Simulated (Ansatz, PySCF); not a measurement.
Gas-phase reaction in SMILES: OB(O)Cl → [O]B(O)Cl + H atom (the H-O bond at the site shown breaks; other sites are not compared here)
Structures are relaxed separately at B3LYP-D3(BJ)/def2-TZVP in Ansatz (an electronic-structure program), one conformer each, not searched for the lowest.

Property: bond dissociation energy (electronic energy difference), in kcal/mol. Cores are frozen in the correlated levels unless marked. UHF or UKS for open shells. Spin-orbit coupling is left out. No relativistic terms. Basis-set limits of correlation are two-point, X^-3; Hartree-Fock from the larger set. The bracket is a focal-point correction in the basis named.

| level | program | bond dissociation energy (kcal/mol) | minus last row |
|---|---|---|---|
| HF/aug-cc-pV(D+d)Z | Ansatz | 84.8 | -36.5 |
| B3LYP-D4/def2-TZVPD | Ansatz + dftd4 | 114.7 | -6.6 |
| PBE0/6-31G* | Ansatz | 109.1 | -12.2 |
| PBE0-D4/def2-TZVP | Ansatz + dftd4 | 113.5 | -7.8 |
| TPSSh-D3(BJ)/def2-TZVPD | PySCF + dftd3 | 113.2 | -8.1 |
| HSE06-D3(BJ)/def2-TZVPD | Ansatz + dftd3 | 114.2 | -7.1 |
| wB97M-V/def2-TZVPD | Ansatz | 118.1 | -3.2 |
| RI-MP2/aug-cc-pV(T+d)Z | Ansatz | 124.3 | 3.0 |
| CCSD(T)/cc-pVTZ | Ansatz | 118.1 | -3.2 |
| RI-MP2/CBS(aug-cc-pV(T+d)Z,aug-cc-pV(Q+d)Z)+[CCSD(T)-MP2]/aug-cc-pV(T+d)Z | Ansatz | 121.3 | 0.0 |
